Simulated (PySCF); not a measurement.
# Electronic structure of N (nitrogen, neutral) at the UHF level

Configuration: [He] 2s1 2p4, high-spin 4P determinant (an excited configuration). Computed with PySCF 2.14 in aug-cc-pVDZ (4s3p2d, 23 functions), with the non-relativistic Hamiltonian (point nucleus).

```
Total energy                                                  : -53.989537 hartree
One-electron energy                                           : -73.2145 hartree
Hartree (Coulomb) energy                                      : 25.7884 hartree
Exchange energy                                               : -6.5635 hartree
Kinetic energy                                                : 53.95818 hartree
⟨S²⟩                                                          : 3.8069
⟨L²⟩                                                          : 2.004
Sum of ⟨r⟩                                                    : 7.651 bohr
Sum of ⟨r²⟩                                                   : 13.79 bohr²
Traceless quadrupole moment −½Σ⟨3z² − r²⟩ along its main axis : -1.81 e·bohr²
Density at the nucleus (Gaussians lack the cusp)              : 193 bohr⁻³
Spin density at the nucleus                                   : 4.74 bohr⁻³
Langevin diamagnetic susceptibility                           : -10.9 ×10⁻⁶ cm³/mol
```

| shell | electrons | mean orbital energy (hartree) | spread (hartree) | rms radius, mean of both spins (bohr) |
| --- | --- | --- | --- | --- |
| 1s α | 1 | -15.75491 | 0 | 0.265 |
| 1s β | 1 | -15.61586 | 0 | 0.265 |
| 2s α | 1 | -1.22328 | 0 | 1.40 |
| 2p α | 3 | -0.62330 | 0.07044 | 1.71 |
| 2p β | 1 | -0.30066 | 0 | 1.71 |

Spin-orbit constants ζ (cm⁻¹) from the X2C one-electron operator on these orbitals (non-relativistic here): bare nucleus, nucleus screened by l(l+1)(2l+1)/3 electrons, and screened by the Breit-Pauli mean field of the electrons.

```tsv
shell	bare	screened nucleus	mean field
2p	129.0	92.15	75.91
```

To first order the Landé constant is A = -25.30 cm⁻¹, so the lowest level has J = 5/2 and lies 0.00471 eV below the centre of the term. This holds in LS coupling only.
